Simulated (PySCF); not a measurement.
# BiCl: energy against distance

Set-up: basis Bi cc-pVTZ-PP with ECP60, Cl cc-pV(T+d)Z; scalar-relativistic core potentials; PySCF 2.14. Energies in eV from Bi + Cl in their ground configurations at the same level. All curves are PBE0. state 1: ³Σ⁻ (triplet), unpaired electrons π ↑↑; state 2: Ms = 0 determinant of mixed spin (⟨S²⟩ near 1.0), unpaired electrons π ↑↓, a mixture of terms (⟨Lz²⟩ = 2.0), a second solution, started from another occupation; state 3: singlet, one real π or δ orbital doubly filled, a mixture of terms (⟨Lz²⟩ = 2.0), a second solution, started from another occupation; state 4: quintet, unpaired electrons σ ↑, π ↑↑↑, a second solution, started from another occupation.

```json
{"R (Å)": "2.107", "state 1": "-1.912", "state 2": "-1.622", "state 3": "-0.805", "state 4": "6.0254"}
{"R (Å)": "2.205", "state 1": "-2.571", "state 2": "-2.276", "state 3": "-1.449", "state 4": "4.5377"}
{"R (Å)": "2.303", "state 1": "-2.919", "state 2": "-2.620", "state 3": "-1.782", "state 4": "3.4132"}
{"R (Å)": "2.377", "state 1": "-3.036", "state 2": "-2.733", "state 3": "-1.888", "state 4": "2.7540"}
{"R (Å)": "2.450", "state 1": "-3.063", "state 2": "-2.757", "state 3": "-1.905", "state 4": "2.2199"}
{"R (Å)": "2.523", "state 1": "-3.025", "state 2": "-2.715", "state 3": "-1.856", "state 4": "1.7872"}
{"R (Å)": "2.622", "state 1": "-2.900", "state 2": "-2.586", "state 3": "-1.718", "state 4": "1.3357"}
{"R (Å)": "2.744", "state 1": "-2.671", "state 2": "-2.351", "state 3": "-1.473", "state 4": "0.9244"}
{"R (Å)": "2.891", "state 1": "-2.340", "state 2": "-2.012", "state 3": "-1.123", "state 4": "0.5898"}
{"R (Å)": "3.087", "state 1": "-1.878", "state 2": "-1.533", "state 3": "-0.633", "state 4": "0.3181"}
```

Task: Put a parabola through the three lowest points of the state 1 curve and estimate Re, k and ωe (reduced mass 29.96 u; 1 eV/Å² = 0.16022 mdyn/Å; ωe = 1302.8·√(k/μ) cm⁻¹).

Result: Through R = 2.377, 2.45, 2.523 Å the second-order coefficient is 6.10 eV/Å², so Re ≈ 2.444 Å, k ≈ 1.95 mdyn/Å and ωe ≈ 333 cm⁻¹. A polynomial fit of higher order to the unrounded PBE0 energies gives Re = 2.440 Å, k = 2.03 mdyn/Å, ωe = 339 cm⁻¹; anharmonicity and rounding make the difference.

The higher-order fit for each curve: state 1: Re = 2.440 Å, ωe = 339 cm⁻¹, De = 3.06 eV; state 2: Re = 2.436 Å, ωe = 342 cm⁻¹, minimum 2.76 eV below the ground-state fragments; state 3: Re = 2.429 Å, ωe = 347 cm⁻¹, minimum 1.91 eV below the ground-state fragments. State 4 gave no clean fit.

Spin–orbit coupling is left out, which matters for elements this heavy, above all for dissociation energies. The state is the lowest determinant that a PBE0 search found; another state may lie lower at other levels.
